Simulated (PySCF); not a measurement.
Compound: 2-chloropyridine, C5H4ClN.
SMILES: `Clc1ccccn1`

Linear response at PBE0/def2-SVPD (PySCF, frozen core in the response, non-relativistic). Geometry: PBE0-D3(BJ)/def2-SVP; no solvent, vibrations or thermal averaging.

Static isotropic polarisability: 77.17 au (11.44 Å³), principal values 46.9, 79.1, 105.6 au.

Q: What is the polarisability at 1064 nm and at the sodium D line?

A: 78.06 au at 1064 nm (+1.2 %), 80.24 au at 589.3 nm (+4.0 %). The rise at 589.3 nm is 3.44 times that at 1064 nm; a pure ω² law gives 3.26. The lowest singlet lies at 243 nm, shorter than both wavelengths.

Q: What is the isotropic C6 coefficient between two such molecules, C6 = (3/π)∫α(iω)² dω?

A: 2270 au (Eh·bohr⁶) by a ten-point quadrature over imaginary frequencies, which is 1360 eV·Å⁶ or 131 J·nm⁶/mol.

Q: Which effective excitation energy ω̄ makes London's formula C6 = (3/4)α²ω̄ exact here?

A: ω̄ = 4·C6/(3α²) = 0.508 Eh = 13.8 eV. A one-pole form α(ω) = α/(1 − ω²/ω̄²) fitted to the 1064 nm value gives 10.9 eV. London's choice of the ionisation energy (9.50 eV, ΔSCF at the same level) gives C6 = 1560 au, 31 % too low.

Q: The lowest 6 singlets have (eV, f): 5.10, 0.003; 5.30, 0.054; 5.37, 0.000; 6.01, 0.140; 6.63, 0.000; 6.86, 0.000. What share of the static polarisability do they carry in the sum over states α = Σ f/ω²?

A: 4.42 au, 5.7 % of α; the largest term, 2.88 au, is that of the state at 6.01 eV. Their oscillator strengths add up to 0.20. Higher states carry the rest.

Q: What molar refraction at the D line follows from R = (4π/3)·N_A·α′, with α′ the polarisability volume?

A: α′ = 11.89 Å³ gives R = 30.00 cm³/mol, for isolated, non-vibrating species.

Q: What n − 1 at the D line would an ideal gas of it have at 273.15 K and 1 atm (2.6868 × 10¹⁹ cm⁻³), by n − 1 = 2π·N·α′?

A: 20.07 × 10⁻⁴, a formal value whether or not that pressure can be reached.
